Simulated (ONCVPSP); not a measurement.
Before and after: ONCV potential for Si

Si, optimised norm-conserving Vanderbilt (ONCV), made with ONCVPSP 4.0.1 (PBE, non-relativistic). Core [Ne], reference 3s2 3p1 (charge +1). Waves: 3s: rc 1.80 bohr, ncon 5, nbas 8, qcut 3.8 1/bohr, 2 projectors, debl 3.2 Ha; 3p: rc 1.90 bohr, ncon 3, nbas 8, qcut 4.2 1/bohr, 2 projectors, debl 1.4 Ha. Local part: polynomial inside 1.35 bohr (lpopt 5, dvloc0 0 Ha). Core correction: none.

Change: local potential polynomial inside 1.35 bohr (lpopt 5, dvloc0 4.5 Ha).

Cutoffs: the cutoffs (Ha) at which the residual kinetic energy of the hardest occupied pseudo-wave falls to 1 and 0.1 mHa per electron; they do not see the model core or the augmentation charge, which bear on the density cutoff. Errors are all-electron minus pseudo energies relative to the spin-unpolarised reference configuration.

**Question.** Predict the effect on cutoff, ghosts and configuration errors.

**Answer.** The potential gets neither clearly harder nor softer (8.0 Ha and 30 Ha → 8.0 Ha and 30 Ha); the errors of the 4 common tests hardly move; neither file shows a bound ghost.

```tsv
quantity	base	changed
cutoff, loose	8.0 Ha	8.0 Ha
cutoff, tight	30 Ha	30 Ha
bound ghosts	none	none
GHOST(+) flags under 300 eV	s at 110.7 eV	s at 159.2 eV
error for 3s2 3p2, meV [ΔE -7.75 eV]	-1.8	-1.8
error for 3s2 3p0, meV [ΔE 16.01 eV]	-0.5	-0.5
error for 3s1 3p0, meV [ΔE 49.91 eV]	+65	+65
error for 3s1 3p3, meV [ΔE -0.99 eV]	-2.1	-2.1
s: phases at 1.83 bohr within 0.05 rad from the reference energy up to (Ha; the scan ends near 5)	3.5	3.8
p: phases at 1.93 bohr within 0.05 rad from the reference energy up to (Ha; the scan ends near 5)	2.9	3.1
```
